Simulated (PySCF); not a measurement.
C5H10, SMILES C=CC(C)C.

The structure is a stationary point at PBE0-D3(BJ)/def2-SVP. One conformer was computed; it need not be the lowest.

The numbers are results of TDA-CAM-B3LYP/def2-SVPD run with PySCF, not measurements.

Vertical excitations. Gas-phase values at a fixed geometry.

Task: Estimate the UV-visible absorptions. (The exact figures need the calculation; the answer reports its results.)

Result: 
| state | energy (eV) | λ (nm) | f | main pairs |
|---|---|---|---|---|
| S1 | 7.23 | 171 | 0.063 | HOMO→LUMO 48 %, HOMO→LUMO+1 32 %, HOMO→LUMO+3 16 % |
| S2 | 7.82 | 159 | 0.477 | HOMO→LUMO 44 %, HOMO→LUMO+1 39 %, HOMO→LUMO+3 7 % |
| S3 | 7.85 | 158 | 0.008 | HOMO→LUMO+2 81 % |
| S4 | 8.04 | 154 | 0.000 | HOMO−1→LUMO 49 %, HOMO−1→LUMO+1 34 % |
| S5 | 8.28 | 150 | 0.072 | HOMO→LUMO+3 59 %, HOMO→LUMO+1 18 % |
| S6 | 8.60 | 144 | 0.022 | HOMO→LUMO+4 78 % |
| S7 | 8.70 | 143 | 0.024 | HOMO−2→LUMO 58 %, HOMO−2→LUMO+1 19 % |
| S8 | 9.05 | 137 | 0.007 | HOMO→LUMO+5 78 % |
| S9 | 9.20 | 135 | 0.026 | HOMO−1→LUMO+1 44 %, HOMO−1→LUMO 39 % |
| S10 | 9.33 | 133 | 0.035 | HOMO−2→LUMO+1 41 %, HOMO−2→LUMO 30 % |
| T1 | 4.42 | 281 | 0 | HOMO→LUMO 44 %, HOMO→LUMO+1 43 % |
| T2 | 7.09 | 175 | 0 | HOMO→LUMO+1 45 %, HOMO→LUMO 32 %, HOMO→LUMO+3 17 % |
| T3 | 7.56 | 164 | 0 | HOMO−1→LUMO 45 %, HOMO−1→LUMO+1 34 % |
| T4 | 7.72 | 161 | 0 | HOMO→LUMO+2 77 % |
Triplets are in the Tamm–Dancoff approximation.
